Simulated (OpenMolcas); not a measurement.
**Ionisation energies of neon**

```json
{
 "Program": "OpenMolcas 26.06",
 "Basis": "ANO-RCC-VDZP [3s2p1d]",
 "Scalar Hamiltonian": "DKH2, point nucleus",
 "Spin-orbit coupling": "RASSI with atomic mean-field integrals over the reference wave functions, term energies averaged over their components"
}
```

Active shells in each charge state: the valence s, p shells, with orbitals averaged over the low states. Where CASPT2's correlated closed shells are named, they are those of the first ion.

A. CASSCF
B. SS-CASPT2, IPEA 0.25 Eh, imaginary shift 0.1 Eh (closed shells correlated: 1s)
C. SS-CASPT2, IPEA 0.25 Eh, imaginary shift 0.1 Eh (closed shells correlated: none)
D. SS-CASPT2, IPEA 0 Eh, imaginary shift 0.1 Eh (closed shells correlated: 1s)

Energies in eV between the lowest computed levels, named as in B; reference values from the NIST Atomic Spectra Database with their kind.

```csv
From,To,A,B,C,D,Spin-orbit share in B,Reference
Ne4+ 2s2 2p2 3P0,Ne5+ 2s2 2p 2P* 1/2,125.027,125.775,125.763,125.809,-0.006,126.247 (measured)
Ne5+ 2s2 2p 2P* 1/2,Ne6+ 2s2 1S0,156.454,157.162,157.151,157.193,+0.101,157.934 (measured)
Ne6+ 2s2 1S0,Ne7+ 2s 2S 1/2,207.064,207.076,207.100,207.076,+0.000,207.271 (measured)
Ne7+ 2s 2S 1/2,Ne8+ 1s2 1S0,238.905,238.916,238.905,238.917,+0.000,239.097 (semi-empirical)
```

Steps that some method lacks are left out, and so are those with a state whose active s or d shell is doubly occupied in every root (s and p with five to eight electrons, d10) over a frozen core shell of the same l, since the two then mix freely.

Error against the reference values, in %:

```
From       Reference     A     B     C     D
Ne4+        measured  -1.0  -0.4  -0.4  -0.3
Ne5+        measured  -0.9  -0.5  -0.5  -0.5
Ne6+        measured  -0.1  -0.1  -0.1  -0.1
Ne7+  semi-empirical  -0.1  -0.1  -0.1  -0.1
```

Mean absolute error over the 3 measured values: A 0.97 eV, B 0.48 eV, C 0.48 eV, D 0.46 eV.

* marks odd parity.
